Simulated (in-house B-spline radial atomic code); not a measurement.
A fraction x of an electron is removed from 4p in Kr+, starting from [Ar] 3d10 4s2 4p5 and keeping the highest spin. Level of theory: non-relativistic PBE, spin-polarised, spherical fractional occupations, point nucleus; calculated with an all-electron radial atomic-structure program (B-spline basis).

| x | E(x) - E(0) (eV) | 4p down level (eV) |
| --- | --- | --- |
| 0 | 0.0000 | -19.089 |
| 0.05 | 0.9673 | -19.605 |
| 0.19 | 3.8138 | -21.062 |
| 0.31 | 6.4168 | -22.323 |
| 0.41 | 8.7019 | -23.382 |
| 0.5 | 10.8495 | -24.342 |
| 0.6 | 13.3373 | -25.415 |
| 0.7 | 15.9327 | -26.494 |
| 0.76 | 17.5419 | -27.145 |
| 0.95 | 22.8962 | -29.220 |
| 1 | 24.3710 | -29.770 |

The exact functional would give a straight line between the two integer points. Deviations E(x) - E(0) - x[E(1) - E(0)], in eV: -0.251 at x = 0.05, -0.817 at x = 0.19, -1.138 at x = 0.31, -1.29 at x = 0.41, -1.336 at x = 0.5, -1.285 at x = 0.6, -1.127 at x = 0.7, -0.98 at x = 0.76, -0.256 at x = 0.95.

The curve lies below the straight line by up to 1.336 eV (at x = 0.5): convex, the delocalisation error that favours fractional charges.

**Question.** How well does Slater's transition state (minus the level at half occupation) give the ionisation energy?

**Answer.** It gives 24.342 eV against 24.371 eV from the two total energies; NIST lists 24.36 eV, ground level to ground level.
